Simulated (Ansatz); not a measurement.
Ge3O10H8. Total charge 0; singlet. Geometry PBE-D4/def2-SVP.

Cartesian coordinates in Å:
```
Ge 0.345 -1.179 -1.748
Ge 2.418 0.522 1.259
Ge -1.579 1.543 -0.183
O -1.880 0.372 -1.582
O 1.931 -0.514 -1.152
O -0.301 2.683 -0.593
O -0.736 0.579 1.158
O 0.104 -2.414 0.638
O -1.617 -0.459 1.760
O -0.638 0.236 -2.346
O -0.725 -2.007 -0.496
O 1.680 0.739 -0.429
O -2.670 -0.735 0.860
H 0.753 -2.153 -2.873
H -0.268 -1.793 1.318
H -2.199 -1.309 0.178
H 2.056 1.874 1.911
H 0.498 2.152 -0.840
H 1.789 -0.715 1.932
H -2.903 2.227 0.185
H 3.942 0.350 1.042
```

The structure holds 5 bonds between oxygen atoms, so isomers without such links may lie far lower. Another isomer (singlet) lies 8.50 eV lower at PBE0-D4/def2-TZVP; other spin states weren't run for this one.

Estimate the orbital energies around the gap (eV) in Ansatz with PBE-D4/def2-TZVP, r2SCAN-D4/def2-TZVP, PBE0-D4/def2-TZVP.


```json
{"orbital": "HOMO−9", "PBE-D4/def2-TZVP": "-8.67", "r2SCAN-D4/def2-TZVP": "-9.07", "PBE0-D4/def2-TZVP": "-10.23"}
{"orbital": "HOMO−8", "PBE-D4/def2-TZVP": "-8.05", "r2SCAN-D4/def2-TZVP": "-8.45", "PBE0-D4/def2-TZVP": "-9.78"}
{"orbital": "HOMO−7", "PBE-D4/def2-TZVP": "-7.96", "r2SCAN-D4/def2-TZVP": "-8.37", "PBE0-D4/def2-TZVP": "-9.70"}
{"orbital": "HOMO−6", "PBE-D4/def2-TZVP": "-7.68", "r2SCAN-D4/def2-TZVP": "-8.08", "PBE0-D4/def2-TZVP": "-9.41"}
{"orbital": "HOMO−5", "PBE-D4/def2-TZVP": "-7.50", "r2SCAN-D4/def2-TZVP": "-7.86", "PBE0-D4/def2-TZVP": "-9.13"}
{"orbital": "HOMO−4", "PBE-D4/def2-TZVP": "-6.99", "r2SCAN-D4/def2-TZVP": "-7.37", "PBE0-D4/def2-TZVP": "-8.76"}
{"orbital": "HOMO−3", "PBE-D4/def2-TZVP": "-6.90", "r2SCAN-D4/def2-TZVP": "-7.30", "PBE0-D4/def2-TZVP": "-8.64"}
{"orbital": "HOMO−2", "PBE-D4/def2-TZVP": "-6.70", "r2SCAN-D4/def2-TZVP": "-7.09", "PBE0-D4/def2-TZVP": "-8.44"}
{"orbital": "HOMO−1", "PBE-D4/def2-TZVP": "-6.64", "r2SCAN-D4/def2-TZVP": "-7.02", "PBE0-D4/def2-TZVP": "-8.36"}
{"orbital": "HOMO", "PBE-D4/def2-TZVP": "-6.26", "r2SCAN-D4/def2-TZVP": "-6.67", "PBE0-D4/def2-TZVP": "-8.10"}
{"orbital": "LUMO", "PBE-D4/def2-TZVP": "-2.72", "r2SCAN-D4/def2-TZVP": "-2.49", "PBE0-D4/def2-TZVP": "-1.45"}
{"orbital": "LUMO+1", "PBE-D4/def2-TZVP": "-2.44", "r2SCAN-D4/def2-TZVP": "-2.17", "PBE0-D4/def2-TZVP": "-1.15"}
{"orbital": "LUMO+2", "PBE-D4/def2-TZVP": "-2.33", "r2SCAN-D4/def2-TZVP": "-2.07", "PBE0-D4/def2-TZVP": "-1.04"}
{"orbital": "LUMO+3", "PBE-D4/def2-TZVP": "-2.27", "r2SCAN-D4/def2-TZVP": "-2.01", "PBE0-D4/def2-TZVP": "-0.89"}
{"orbital": "LUMO+4", "PBE-D4/def2-TZVP": "-1.63", "r2SCAN-D4/def2-TZVP": "-1.33", "PBE0-D4/def2-TZVP": "-0.54"}
{"orbital": "LUMO+5", "PBE-D4/def2-TZVP": "-1.15", "r2SCAN-D4/def2-TZVP": "-0.81", "PBE0-D4/def2-TZVP": "0.05"}
```
